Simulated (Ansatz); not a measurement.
`F[C@H]1[C@H](F)C1(F)F`, relaxed with RKS PBE0-D4/def2-TZVP in Ansatz from a PBE-D4/def2-SVP geometry. The force threshold is 0.005 eV/Å; the program also tests the step.

Total charge 0; spin multiplicity 1.

Start:

```xyz
9

F     0.566    0.065    1.925
C    -0.238   -0.112    0.845
C    -0.080    0.801   -0.366
F    -1.187    1.281   -0.991
C     0.302   -0.655   -0.454
F     1.609   -0.958   -0.563
F    -0.471   -1.510   -1.149
H    -1.275   -0.418    1.081
H     0.774    1.505   -0.327
```

| step | energy (eV) | largest force (eV/Å) | largest move (Å) |
| --- | --- | --- | --- |
| 1 | -14001.2353 | 0.681 | 0.000 |
| 2 | -14001.2728 | 0.267 | 0.015 |
| 3 | -14001.2780 | 0.020 | 0.009 |
| 4 | -14001.2781 | 0.008 | 0.001 |
| 5 | -14001.2781 | 0.005 | 0.002 |

End:

```xyz
9

F     0.557    0.064    1.906
C    -0.241   -0.111    0.834
C    -0.074    0.795   -0.360
F    -1.172    1.270   -0.981
C     0.298   -0.647   -0.449
F     1.590   -0.952   -0.559
F    -0.462   -1.495   -1.139
H    -1.257   -0.414    1.075
H     0.761    1.490   -0.328
```

Hardware: 4 threads of a server CPU on a shared host. Wall time 23 s, peak host memory 0.61 GiB.
